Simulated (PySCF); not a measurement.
Computed shifts of a molecule CH7F2NSi2, PySCF with HF/pcSseg-1, GIAO, gas phase, atoms alike by connectivity averaged where their shifts nearly agree, in ppm (number of nuclei): ¹⁵N: 32.6 (1). ²⁹Si: -3.1 (1), -17.3 (1). ¹⁹F: -108.8 (1), -173.9 (1). ¹³C: -2.4 (1). ¹H: 4.97 (1), 4.86 (1), 4.65 (1), 2.56 (1), 1.72 (1), 0.71 (1), -0.13 (1). References: ¹⁵N against NH3 (σ = 267.3 ppm); ²⁹Si against TMS (σ = 393.8 ppm); ¹⁹F against CFCl3 (σ = 238.5 ppm); ¹³C against TMS (σ = 192.6 ppm); ¹H against TMS (σ = 31.99 ppm), references at their B3LYP-D3(BJ)/def2-TZVP geometries, non-relativistic. Geometry: PBE0-D3(BJ)/def2-SVP. One conformer was computed; it need not be the lowest.

Task: Identify the compound among the candidates.
A. F[SiH2]CN[SiH2]F
B. N[SiH2]C(F)(F)[SiH3]
C. N[SiH2][SiH2]C(F)F
D. N[Si@H](F)C[SiH2]F

Result: D, N[Si@H](F)C[SiH2]F
